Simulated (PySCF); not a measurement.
WN₂⁻, doublet: structure and spectrum

Level of theory: UB3LYP in PySCF with W def2-SVPD with ECP60, N def2-SVPD; scalar-relativistic core potentials, no spin–orbit coupling; density-fitted integrals.

The structure is a minimum.

Coordinates in bohr (charge -1 multiplicity 2):
```
W     0.0000    0.0000   -0.2814
N     2.4953    0.0000    1.8496
N    -2.4953    0.0000    1.8496
```

```
Point group                                                                   : C2v
Bond lengths                                                                  : W–N 1.736 Å (×2)
Bond angles                                                                   : N–W–N 99.0°
Lowest empty level (β)                                                        : 1.70 eV
Dipole moment about the centre of mass                                        : 2.74 D
Rotational symmetry number                                                    : 2
Entropy at 298.15 K and 1 bar (electronic part: spin only)                    : 279.4 J/(mol K)
Principal quadrupole moments (Buckingham, traceless) about the centre of mass : -4.29, 0.03, 4.26 D Å
Enthalpy at 298.15 K above 0 K                                                : 11.24 kJ/mol
Zero-point energy                                                             : 12.7 kJ/mol
Principal polarisabilities                                                    : 98.3, 101.3, 105.5 bohr³
Heat capacity Cp at 298.15 K                                                  : 44.4 J/(mol K)
Rotational constants                                                          : 0.5454, 0.3452, 0.2114 cm⁻¹
Spin squared ⟨S²⟩                                                             : 0.794
Highest occupied level (α)                                                    : -0.14 eV
```

Harmonic modes (masses in u: W 183.951, N 14.003):
```
symmetry  ω (cm⁻¹)  IR (km/mol)  μ (u)
      a1       332          7.2  14.94
      b2       769         26.1  15.13
      a1      1029         77.7  14.88
```

In C2v the vibrations span 2a1 + b2. Here b1 is antisymmetric to the molecular plane and b2 lies in it.

Charges (e); Mulliken and Löwdin values are unreliable with diffuse functions:
```json
{"atom": "W1", "Mulliken": "-0.40", "Löwdin": "-0.33", "polar tensor": "0.00", "spin (Mulliken)": "-0.31", "Mayer order to W1": "–"}
{"atom": "N2,3", "Mulliken": "-0.30", "Löwdin": "-0.33", "polar tensor": "-0.50", "spin (Mulliken)": "0.66", "Mayer order to W1": "2.39"}
```

Mulliken populations on W1 (electrons outside its core potential): s 3.62, p 6.40, d 4.30, f 0.08.

Outer orbital energies (eV). α occupied: -14.03, -4.91, -3.77, -3.16, -3.03, -2.89, -1.92, -0.14; empty: 2.70, 2.93, 4.33, 5.01. β occupied: -13.34, -12.97, -3.41, -3.41, -2.86, -2.71, -2.53, -0.23; empty: 1.70, 2.65, 2.91, 4.61.

Formally W is in oxidation state +5, d1, with 1 unpaired electron. The Mulliken spin on W is -0.31, so most of the spin sits on the ligands and the formal count fails. The polar-tensor charge on W, 0.00, is far below the formal one.

Only a few start shapes were tried, so a lower isomer may exist. Other spin states or occupations of the open shell can lie lower. The lowest empty level of this anion is unbound, so it and the gap depend on the basis. Spin–orbit coupling, left out here, can matter for elements this heavy.

The final relaxation and frequency run took 21 s on 2 threads of a shared Intel Xeon 6975P-C (Granite Rapids) host, with 75 basis functions and 8 gradients; the process peaked at 0.8 GiB. Launch command: `OMP_NUM_THREADS=2 python axn.py task.json out`.
